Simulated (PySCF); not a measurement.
## Frontier levels across methods

Compound: C₅H₅BO.
Structure used (PBE0-D3(BJ)/def2-SVP), in Å, numbered top down from 1:
```
atom  x, y, z in Å
C1     4.3941    0.5954    1.2165
C2     3.2493    0.3948    0.8540
C3     1.9631    0.1675    0.4457
C4     0.8098   -0.0328    0.0821
B5    -0.6027   -0.3490   -0.4104
O6    -1.5992    0.5051   -0.1328
C7    -2.9219    0.2943   -0.5576
H8     5.4045    0.7725    1.5365
H9    -0.8149   -1.3609   -1.0462
H10   -3.0244   -0.6492   -1.1182
H11   -3.5840    0.2675    0.3210
H12   -3.2338    1.1322   -1.1995
```

Basis pcSseg-1 throughout (PySCF), one geometry. The structure is a single PBE0-D3(BJ)/def2-SVP conformer in the gas phase; no vibrational or solvent corrections.

How do the orbital energies, the gap and the dipole change with the method?

```json
{"method": "BLYP", "kind": "GGA", "HOMO (eV)": "-6.13", "LUMO (eV)": "-2.52", "gap (eV)": "3.61", "μ (D)": "1.21", "SCF cycles": "18"}
{"method": "PBE", "kind": "GGA", "HOMO (eV)": "-6.32", "LUMO (eV)": "-2.70", "gap (eV)": "3.62", "μ (D)": "1.22", "SCF cycles": "18"}
{"method": "KT2", "kind": "GGA", "HOMO (eV)": "-6.34", "LUMO (eV)": "-2.72", "gap (eV)": "3.62", "μ (D)": "1.13", "SCF cycles": "18"}
{"method": "B97-2", "kind": "global hybrid", "HOMO (eV)": "-7.16", "LUMO (eV)": "-1.88", "gap (eV)": "5.28", "μ (D)": "1.20", "SCF cycles": "14"}
{"method": "B3LYP", "kind": "global hybrid", "HOMO (eV)": "-7.17", "LUMO (eV)": "-2.03", "gap (eV)": "5.14", "μ (D)": "1.22", "SCF cycles": "14"}
{"method": "BHandHLYP", "kind": "global hybrid", "HOMO (eV)": "-8.33", "LUMO (eV)": "-0.85", "gap (eV)": "7.48", "μ (D)": "1.23", "SCF cycles": "15"}
{"method": "wB97X-D", "kind": "range-separated hybrid", "HOMO (eV)": "-9.18", "LUMO (eV)": "-0.14", "gap (eV)": "9.04", "μ (D)": "1.30", "SCF cycles": "14"}
{"method": "HF", "kind": "Hartree–Fock", "HOMO (eV)": "-9.75", "LUMO (eV)": "1.70", "gap (eV)": "11.45", "μ (D)": "1.25", "SCF cycles": "13"}
```

The HOMO spans 3.62 eV, from BLYP down to HF, and the gap runs from 3.61 eV (BLYP) to 11.45 eV (HF). Over the methods BLYP (0 %), PBE (0 %), KT2 (0 %), B97-2 (21 %), B3LYP (20 %), BHandHLYP (50 %), HF (100 %), a straight line through the gap against the share of exact exchange rises by 0.78 eV for each 10 % (correlation coefficient 1.000). The dipole ranges from 1.13 D (KT2) to 1.30 D (wB97X-D). This basis has no diffuse functions.
